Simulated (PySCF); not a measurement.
# State search for MgPb

Unrestricted PBE0; PySCF, scalar-relativistic core potentials, basis sets Mg def2-SVPD, Pb def2-SVPD with ECP60. Outer shells of the fragments: Mg 3s2; Pb 5d10 6s2 6p2.

Followed along the bond (rough minima from three points):

```json
{"2Ms+1": "3", "unpaired": "π ↑↑", "⟨S²⟩ at the start": "2.08", "R at minimum (Å)": "2.84", "Te (eV)": "0.00"}
{"2Ms+1": "1", "unpaired": "π ↑↓", "⟨S²⟩ at the start": "1.01", "R at minimum (Å)": "2.83", "Te (eV)": "0.28"}
{"2Ms+1": "3", "unpaired": "σ ↑, π ↑", "⟨S²⟩ at the start": "2.01", "R at minimum (Å)": "3.15", "Te (eV)": "0.48"}
{"2Ms+1": "1", "unpaired": "σ ↓, π ↑", "⟨S²⟩ at the start": "1.01", "R at minimum (Å)": "3.07", "Te (eV)": "0.61"}
{"2Ms+1": "1", "unpaired": "none", "⟨S²⟩ at the start": "0.00", "R at minimum (Å)": "2.82", "Te (eV)": "0.92"}
```

Solutions found at the starting distance of 2.750 Å, counted from the lowest of them; the search is not exhaustive and high or unbound solutions are not listed, so other states can lie among these:

```json
{"2Ms+1": "3", "unpaired": "π ↑↑", "term": "³Σ⁻", "E (eV)": "0.00", "⟨S²⟩": "2.08", "⟨Lz²⟩": "0.00", "μ (D)": "-2.53"}
{"2Ms+1": "1", "unpaired": "π ↑↓", "term": "mixed", "E (eV)": "0.27", "⟨S²⟩": "1.01", "⟨Lz²⟩": "2.01", "μ (D)": "-2.52"}
{"2Ms+1": "3", "unpaired": "σ ↑, π ↑", "term": "³Π", "E (eV)": "0.67", "⟨S²⟩": "2.01", "⟨Lz²⟩": "1.00", "μ (D)": "0.66"}
{"2Ms+1": "1", "unpaired": "σ ↓, π ↑", "term": "mixed", "E (eV)": "0.77", "⟨S²⟩": "1.01", "⟨Lz²⟩": "1.00", "μ (D)": "0.52"}
{"2Ms+1": "1", "unpaired": "none", "term": "mixed", "E (eV)": "0.92", "⟨S²⟩": "0.00", "⟨Lz²⟩": "2.00", "μ (D)": "-2.31"}
{"2Ms+1": "3", "unpaired": "σ ↑↑, π ↑↓", "term": "mixed", "E (eV)": "1.92", "⟨S²⟩": "3.01", "⟨Lz²⟩": "2.01", "μ (D)": "-1.41"}
{"2Ms+1": "1", "unpaired": "σ ↓↓, π ↑↑", "term": "mixed", "E (eV)": "2.03", "⟨S²⟩": "2.01", "⟨Lz²⟩": "0.00", "μ (D)": "-1.80"}
{"2Ms+1": "3", "unpaired": "σ ↑, π ↑", "term": "³Π", "E (eV)": "2.52", "⟨S²⟩": "2.07", "⟨Lz²⟩": "1.05", "μ (D)": "-3.55"}
{"2Ms+1": "3", "unpaired": "π ↑↑", "term": "mixed", "E (eV)": "2.62", "⟨S²⟩": "2.03", "⟨Lz²⟩": "2.01", "μ (D)": "1.45"}
{"2Ms+1": "1", "unpaired": "σ ↓, π ↑", "term": "mixed", "E (eV)": "2.68", "⟨S²⟩": "1.19", "⟨Lz²⟩": "1.00", "μ (D)": "-3.32"}
```

A term symbol is given only where ⟨S²⟩ and ⟨Lz²⟩ are close to those of a pure state; real π, δ and φ orbitals otherwise mix terms. A positive dipole means Mg(−)Pb(+).

Spin–orbit coupling is left out, which matters for elements this heavy, above all for dissociation energies.
